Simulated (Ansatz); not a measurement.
The first iterations of a band of AlFH3NOSi (8 atoms, charge 0, multiplicity 1).

Method: Ansatz 0.2.0, UKS B3LYP-D4/def2-SVP.

```yaml
movable_images: 7
climbing_image: yes
spring: 5.0 eV/Å²
optimiser: quadratic models (default)
start_path: through a guess of the saddle point
force_threshold: 0.2 eV/Å
iteration_limit: 60
end_points: relaxed
```

First end point:

```xyz
8
Properties=species:S:1:pos:R:3
F -1.279 1.502 1.242
Si -0.316 0.982 0.042
N 0.848 -0.214 0.546
Al 0.011 -1.399 -0.525
O -1.095 -0.103 -0.965
H 0.178 2.206 -0.621
H 1.611 -0.142 1.207
H 0.133 -2.890 -0.981
```

Last end point:

```xyz
8
Properties=species:S:1:pos:R:3
F -1.502 0.888 0.914
Si -0.231 0.572 -0.055
N 1.093 -0.191 0.689
Al 1.300 -1.988 0.223
O -0.690 -0.689 -1.064
H 0.014 1.843 -0.773
H 1.728 0.328 1.291
H -1.620 -0.820 -1.282
```

| iteration | highest image above the first end (eV) | largest band force component (eV/Å) |
| --- | --- | --- |
| 1 | 6.706 | 17.013 |
| 2 | 3.876 | 6.852 |

**Question.** Does the band converge within its limit, and where does its top end?

**Answer.** It converged. It ended after 8 iterations with the highest image 2.972 eV above the first end. The threshold of 0.2 eV/Å is loose, so the images may lie well off the minimum-energy path. Neighbouring images differ by up to 1.3 eV, so the band resolves the path poorly. Another band between the same ends (7 images) ends at a top of the same energy, where a vibrational analysis finds 1 clearly imaginary mode. The orbitals stay closed-shell, which can raise the energy where a bond breaks towards radicals; this wasn't checked here.

Run time: 3.9 min on 2 threads of Arm Neoverse V1, on a shared host, peak memory 0.28 GiB.
